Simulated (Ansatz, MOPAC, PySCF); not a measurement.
Constitutional and geometric isomers with formula C2H2BN. Isolated molecules, 0 K electronic values unless said otherwise. Strings in code marks are SMILES.

Quantity: vertical ionisation energy (energy after one electron is removed minus that of the parent at the parent's geometry), in eV.

Level 1: frozen-core CCSD(T)/cc-pVTZ // B3LYP-D3(BJ)/def2-TZVP (Ansatz, an electronic-structure program)
Level 2: PBE-D3(BJ)/def2-TZVP // B3LYP-D3(BJ)/def2-TZVP (PySCF)
Level 3: SVWN5/6-31G* // B3LYP-D3(BJ)/def2-TZVP (PySCF)
Level 4: minus the HOMO energy of PM7 // B3LYP-D3(BJ)/def2-TZVP (MOPAC)

```tsv
species	level 2	level 3	level 4
`B=NC#C`	9.52	9.59	10.20
```

Task: What does level 1 give for each?

Result: 
- `B=NC#C`: 9.69
